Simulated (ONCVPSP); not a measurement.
oxygen (O): one change to an ONCV potential, before and after

oxygen (O), optimised norm-conserving Vanderbilt (ONCV), made with ONCVPSP 4.0.1 (PBEsol, scalar-relativistic). Core [He], reference 2s2 2p2 (charge +2). Waves: 2s: rc 0.85 bohr, ncon 4, nbas 7, qcut 8.7 1/bohr, 1 projector; 2p: rc 0.95 bohr, ncon 4, nbas 7, qcut 9.8 1/bohr, 2 projectors, debl 2.8 Ha; d scattering state at 0.11 Ha: rc 0.85 bohr, ncon 3, nbas 6, qcut 10.4 1/bohr, local. Local part: the d channel. Core correction: Teter function, fcfact 4.75, rcfact 1.45.

Change: s: nproj 3.

Cutoffs: the cutoffs (Ha) at which the residual kinetic energy of the hardest occupied pseudo-wave falls to 1 and 0.1 mHa per electron; they do not see the model core or the augmentation charge, which bear on the density cutoff. Errors are all-electron minus pseudo energies relative to the spin-unpolarised reference configuration.

Problem. Predict the effect on cutoff, ghosts and configuration errors.

Solution. The potential gets neither clearly harder nor softer (55 Ha and 152 Ha → 55 Ha and 152 Ha); a bound ghost appears in s, which as a rule spoils a file; of the 4 tests that both files solve, the error grows in 0 and shrinks in 4 by more than 15 % and 0.3 meV (median size 36.2 → 29.3 meV).

```tsv
quantity	base	changed
cutoff, loose	55 Ha	55 Ha
cutoff, tight	152 Ha	152 Ha
bound ghosts	none	s
GHOST(+) flags under 300 eV	none	none
error for 2s2 2p4, meV [ΔE -49.84 eV]	+41	+33
error for 2s2 2p3, meV [ΔE -33.48 eV]	+19	+15
error for 2s2 2p1, meV [ΔE 53.71 eV]	+45	+36
error for 2s2 2p3.5, meV [ΔE -43.58 eV]	+31	+25
s: phases at 0.86 bohr within 0.05 rad from the reference energy up to (Ha; the scan ends near 5)	to the end of the scan	to the end of the scan
p: phases at 0.96 bohr within 0.05 rad from the reference energy up to (Ha; the scan ends near 5)	to the end of the scan	to the end of the scan
d: phases at 0.86 bohr within 0.05 rad from the reference energy up to (Ha; the scan ends near 5)	to the end of the scan	to the end of the scan
rms error of d²Exc/dni dnj with the model core, mHa	1.58	1.58
```

 A true bound ghost makes a file unfit for plane-wave use even where its test errors are small: the radial tests pick states by their node count and pass the ghost by.
